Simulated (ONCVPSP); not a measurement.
## Transferability test, ONCV potential for C (Z = 6)

```json
{"Element": "C (Z = 6)", "Generator": "ONCVPSP 4.0.1", "Type": "optimised norm-conserving Vanderbilt (ONCV)", "Functional": "PBE", "Relativity": "scalar-relativistic", "Frozen core": "[He]", "Valence charge": "4", "Reference configuration": "2s2 2p2", "Partial waves": "2s: rc 1.30 bohr, ncon 4, nbas 8, qcut 4.7 1/bohr, 2 projectors, debl 2.3 Ha; 2p: rc 3.05 bohr, ncon 3, nbas 7, qcut 4.1 1/bohr, 2 projectors, debl 1.1 Ha", "Local potential": "polynomial inside 1.15 bohr (lpopt 5, dvloc0 1 Ha)", "Core correction": "polynomial model core, fcfact 0.7"}
```

Energies are relative to the spin-unpolarised reference configuration 2s2 2p2; without spin polarisation the order of configurations can differ from experiment.

```json
{"valence configuration": "2s2 2p1", "charge": "+1", "ΔE all-electron (eV)": "10.861", "error AE − PS (meV)": "+256"}
{"valence configuration": "2s1 2p0", "charge": "+3", "ΔE all-electron (eV)": "83.211", "error AE − PS (meV)": "+3238"}
```

(1) What are ΔE and the potential's error for 2s2 2p0?

(2) What are ΔE and the potential's error for 2s2 2p1.5?

Levels in the configuration 2s2 2p1:

```json
{"level": "2s", "all-electron (eV)": "-25.758", "pseudo (eV)": "-25.438"}
{"level": "2p", "all-electron (eV)": "-17.005", "pseudo (eV)": "-16.325"}
```

Results:

(1) ΔE = 35.017 eV all-electron; the error (AE − PS) is +1763 meV.

(2) ΔE = 3.963 eV all-electron; the error (AE − PS) is +44 meV.
